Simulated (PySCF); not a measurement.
Input for PySCF: R-B3LYP/3-21G on GeH4S (SMILES [SH][GeH3]), a point of a torsion scan.

```python
from pyscf import gto, scf, dft, mp
from pyscf.data.elements import chemcore

mol = gto.M(
    atom='''
    S     1.50145708   -0.82514085   -0.10110205
    Ge   -0.54198653   -0.01706981    0.00542880
    H     2.08948157    0.35390759    0.03982923
    H    -1.28534272   -0.33011175   -1.25755084
    H    -0.47655973    1.46862535    0.18656587
    H    -1.27597359   -0.62554221    1.16159184
    ''',
    basis='3-21g',
    charge=0, spin=0, verbose=3, max_memory=1800)
mf = dft.RKS(mol, xc='b3lyp')
mf.conv_tol = 1e-8
mf.max_cycle = 100
mf.kernel()
if not mf.converged:
    mf = mf.newton().run(mf.mo_coeff, mf.mo_occ)
```

Output:

```
converged SCF energy = -2465.60641242741
```

The calculation finished and met its thresholds.

Cost: around 3 core-seconds (rough).
